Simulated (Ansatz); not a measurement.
Cost and result up the ladder for Ti6O22H20 (48 atoms). Total charge 0; singlet. Geometry: PBE-D4/def2-SVP.

```xyz
48

Ti    1.008   -0.869    2.280
Ti   -1.225    1.427   -1.694
Ti    1.429    2.113    0.658
Ti   -1.882    1.005    1.544
Ti    2.130   -0.313   -1.963
Ti   -0.850   -1.869   -0.312
O    -2.691    2.241    2.596
O    -2.371    1.929   -0.138
O    -2.993   -0.344    1.733
O    -0.536    0.324    2.964
O    -1.703    2.865   -2.694
O     2.579    3.391    1.177
O     0.320    2.638   -0.855
O     1.822    0.650    1.624
O    -0.173    2.468    1.664
O    -2.173    0.208   -2.512
O    -0.725   -0.036    0.000
O    -1.779   -2.198   -2.028
O    -2.612   -2.323    0.253
O    -0.552   -2.032    1.795
O     1.608   -1.254    3.931
O     0.249   -3.480   -0.158
O     0.491    0.763   -2.612
O     2.550    1.376   -0.946
O     2.978   -0.429   -3.540
O     0.756   -1.702   -1.801
O     1.933   -2.052    1.199
O     3.179   -1.197   -0.851
H    -2.232    3.102    2.653
H    -2.674    2.854   -0.103
H    -3.044   -1.185    1.129
H    -0.976    0.013    3.778
H    -2.378    2.696   -3.377
H     2.497    4.313    0.870
H     0.913    2.694   -1.635
H     0.034    2.147    2.574
H    -2.136   -0.837   -2.395
H    -1.050   -2.351   -2.664
H    -3.147   -2.534   -0.538
H    -1.377   -1.690    2.202
H     2.216   -1.999    4.088
H    -0.159   -4.073    0.504
H     0.158    0.267   -3.387
H     3.414    1.178   -0.528
H     3.786   -0.961   -3.666
H     1.138   -2.590   -1.620
H     1.400   -2.790    0.741
H     2.851   -1.556    0.059
```

Ansatz on 2 threads of AMD EPYC 7R13 on a shared host and a share (18 GiB) of an NVIDIA H100 80GB HBM3. Times are rough, and most runs start from the orbitals of an earlier one. PBE0-D4/def2-SVP serves as the yardstick here, not as an exact answer. Differences are given only for rows in sets of like size (and for xTB, whose basis is part of the method), since another set adds its own error. Binding counts from free atoms at the same level (Ti triplet, O triplet, H doublet; other spins of the atoms weren't run), without zero-point energy or a counterpoise term.

The 6-31G sets use Cartesian d functions. B3LYP takes the VWN-RPA correlation. Single mean-field runs in def2-SVP are fitted with def2-universal-jkfit.

```json
{"level": "HF/6-31G", "functions": "412", "binding energy per atom (eV)": "2.50", "difference from PBE0-D4/def2-SVP (eV)": "–"}
{"level": "PBE0-D4/def2-SVP", "functions": "594", "binding energy per atom (eV)": "4.47", "difference from PBE0-D4/def2-SVP (eV)": "0.00"}
{"level": "PBE-D4/def2-SVP (with forces)", "functions": "594", "binding energy per atom (eV)": "4.79", "difference from PBE0-D4/def2-SVP (eV)": "0.32"}
{"level": "BLYP-D4/def2-SVP (with forces)", "functions": "594", "binding energy per atom (eV)": "4.71", "difference from PBE0-D4/def2-SVP (eV)": "0.24"}
{"level": "LDA (SPW92)/def2-SVP", "functions": "594", "binding energy per atom (eV)": "5.52", "difference from PBE0-D4/def2-SVP (eV)": "1.05"}
{"level": "B3LYP-D4/6-31G", "functions": "412", "binding energy per atom (eV)": "4.34", "difference from PBE0-D4/def2-SVP (eV)": "–"}
```

Estimate how long each takes.

HF/6-31G 7.5 s; LDA (SPW92)/def2-SVP 8 s; PBE0-D4/def2-SVP 8.5 s; PBE-D4/def2-SVP (with forces) 9 s; B3LYP-D4/6-31G 11 s; BLYP-D4/def2-SVP (with forces) 13 s. On shared hardware such times vary by a factor of up to 3.
